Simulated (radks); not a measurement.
The numbers below are computed, except where a source is named.
Radial electron density D(r) = 4 pi r^2 rho(r) of an atom or ion with 2 electrons. Level of theory: Dirac Kohn-Sham, PBEsol, spin-unpolarised, spherical densities, point nucleus (a radial shooting solver on a logarithmic mesh with Libxc functionals).

r (bohr)  D(r) (e/bohr)
0.03035          0.1929
0.03706          0.2726
0.04491          0.3756
0.05485          0.5171
0.06646          0.6914
0.08118          0.9159
0.09836           1.171
0.1192            1.453
0.1456            1.752
0.1764            2.006
0.2154            2.183
0.261             2.217
0.3188            2.072
0.3863            1.762
0.4718            1.323
0.5717           0.8955
0.6983           0.5682
0.8461           0.4376
1.033            0.4785
1.252            0.5873
1.529            0.6385
1.853            0.5550
2.263            0.3638
2.743            0.1800
3.35            0.06101
4.059           0.01451
4.957          0.001968
6.007         0.0001630

What is the nuclear charge?

Answer. Z = 4. The innermost maximum, from 1s, lies near gamma/Z bohr with gamma = sqrt(1 - (Z/c)^2) = 1.000, here 0.25 bohr (found: 0.247), and its height grows with Z. The density is that of the beryllium ion Be2+ in 1s1 2s1; the configuration itself is not fixed sharply by these data. D(r) has 2 maxima, at r = 0.247, 1.49 bohr, and minima at 0.881 bohr, inside which lie 1.03 electrons.
